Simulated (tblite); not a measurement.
Species: C₇H₇F₂ (doublet state).
Cartesian coordinates in Å at the GFN2-xTB level; atoms count from 1:
```xyz
16
C7H7F2 angstrom
C      0.751   -1.459    1.082
C      0.414   -0.353    0.467
C      1.440    0.672    0.162
C      2.376    1.039    1.021
F      3.311    1.944    0.692
C     -0.957   -0.112   -0.004
C     -1.878   -1.294   -0.027
C     -1.349    1.107   -0.361
F     -2.602    1.357   -0.785
H      1.624   -1.897    1.503
H      1.421    1.097   -0.832
H      2.485    0.691    2.038
H     -1.526   -2.024   -0.754
H     -2.888   -0.992   -0.288
H     -1.878   -1.772    0.950
H     -0.751    2.006   -0.340
```

All values are computed: GFN2-xTB (tblite) harmonic vibrations without scaling, gas phase. Errors from tens to a few hundred cm⁻¹ against measured bands are possible. One conformer, not necessarily the lowest. Open shells enter through the occupations alone, without spin polarisation, and single modes of such species can be off by tens of per cent.

Harmonic wavenumbers (cm⁻¹): 44.3, 69.2, 104.9, 138.0, 178.3, 220.8, 251.6, 270.4, 339.4, 357.3, 401.6, 501.5, 539.1, 596.5, 662.4, 721.4, 739.3, 781.2, 866.3, 972.1, 988.1, 1044.2, 1054.4, 1114.6, 1117.0, 1190.3, 1233.1, 1243.2, 1296.8, 1399.9, 1456.8, 1472.8, 1634.2, 1687.4, 1697.7, 3013.0, 3027.4, 3059.8, 3072.9, 3087.6, 3090.5, 3203.4.

A = 2765, B = 848.1, C = 661.3 MHz; mass 129.052 u (most abundant isotopes); point group C1, symmetry number 1; spin multiplicity 2.

Zero-point energy?

½Σν̃ = 24970 cm⁻¹ = 71.39 kcal/mol.

Give the ideal-gas entropy at 298.15 K and 1 bar in the rigid-rotor, harmonic-oscillator model (classical rotation).

Translation 40.50, rotation 29.72, vibration 29.98, spin (R ln 2) 1.38: S = 101.6 cal/(mol K).

And Cp and H(298.15 K) − H(0)?

Cp = 37.78 cal/(mol K), of which vibrations give 29.83 (their classical limit is 42 R = 83.5); H(298.15 K) − H(0) = 7.05 kcal/mol without the zero-point energy, 4.68 from vibrations.

What must be added to the electronic energy to get the Gibbs energy at 298.15 K and 1 bar?

ZPE + [H(298.15 K) − H(0)] − T·S = 71.39 + 7.05 − 30.29 = 48.15 kcal/mol.

Blend soft modes into free rotors: weight 1/[1 + (100 cm⁻¹/ν̃)⁴] for the oscillator and the rest for a rotor with moment μB/(μ + B), μ = h/(8π²ν), B = 10⁻⁴⁴ kg m². What vibrational entropy results?

27.56 cal/(mol K) in place of 29.98, which changes −T·S at 298.15 K by +0.72 kcal/mol.

Which modes carry the vibrational entropy at 298.15 K?

44.3 cm⁻¹: 5.06; 69.2 cm⁻¹: 4.18; 104.9 cm⁻¹: 3.36; 138.0 cm⁻¹: 2.83; 178.3 cm⁻¹: 2.35; 220.8 cm⁻¹: 1.95 cal/(mol K); the other 36 give 10.25 together.

How do the functions run with temperature in this model?

```csv
T (K),S (cal/(mol K)),Cp (cal/(mol K)),H − H(0) (kcal/mol),G − H(0) (kcal/mol),ln q(vib)
50,60.7,13.3,0.51,-2.53,0.55
100,71.8,19.3,1.33,-5.85,1.80
373.15,110.7,43.9,10.12,-31.20,9.15
500,124.8,52.5,16.25,-46.15,12.35
750,148.5,64.2,30.95,-80.42,18.24
1000,168.0,71.6,47.99,-120.06,23.55
```

q(vib) and H(0) count from the zero-point level.

Hindered rotation and anharmonicity are outside this model. Other conformers, if any are populated, would add a mixing term that is left out. The structure is chiral; the term R ln 2 for an equal mix with its mirror image is left out.
